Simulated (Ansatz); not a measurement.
Species: H₃FGaSi, SMILES `[F][Ga][SiH3]` (charge 0, multiplicity 2).

Give a relaxed geometry from B3LYP-D3(BJ)/def2-TZVP run with Ansatz (a quantum-chemistry and plane-wave program).

the end point of this relaxation (outside a Z-matrix the atoms follow the SMILES, hydrogens last).
Z-matrix (Å, degrees):
```
Si
H 1 1.4812
H 1 1.4826 2 109.91
H 1 1.4828 2 109.84 3 121.65
Ga 1 2.5497 2 108.93 4 118.92
F 5 1.7924 1 108.93 2 178.19
```
